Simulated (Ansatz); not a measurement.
Gas-phase electronic energies from Ansatz, PBE0-D4/def2-TZVP geometries. CCSD(T)/CBS adds triple-zeta CCSD(T) − MP2 to the extrapolated MP2 energy (def2 sets, frozen cores). This one scheme is used for every species, atoms too. Functionals use def2-TZVPP. Open shells (•) are unrestricted, without spin–orbit coupling. Spin–orbit coupling would lower the free atoms: a little for F. For Ga outer-core shells are correlated without core-valence functions, so the limit isn't a true one: a few kJ/mol of doubt a bond, and 10 to 20 or more in all where bonds break to atoms. Scalar relativity is left out up to krypton. Each species was taken in one conformer, which may not be the lowest.

`[OH][GaH][Cl]` + F• → `[O][GaH][Cl]`• + H–F  (hydrogen abstraction from the O–H bond)

```json
{"species": "`[OH][GaH][Cl]`", "PBE-D4 energy (Eh)": "-2461.05502"}
{"species": "F•", "PBE-D4 energy (Eh)": "-99.66912"}
{"species": "`[O][GaH][Cl]`•", "PBE-D4 energy (Eh)": "-2460.36111"}
{"species": "H–F", "PBE-D4 energy (Eh)": "-100.39347"}
```

(1) Work out ΔE.

Largest T1 diagnostic among the species: 0.015.

## Answers

(1) ΔE = (-2460.36111) + (-100.39347) − (-2461.05502) − (-99.66912) = -0.03044 Eh = -79.9 kJ/mol. CCSD(T)/CBS gives -62.8 kJ/mol.

From PBE to PBE0 (25 % exact exchange), in def2-TZVPP and without D4, ΔE moves by +16.3 kJ/mol. Leaving LDA and LC-ωPBE aside and taking each functional with its dispersion term where it has one, the values, not all of them listed here, spread over 28.6 kJ/mol, from BLYP-D4 to PBE-QIDH. LDA lies −12.6 kJ/mol from PBE without D4.
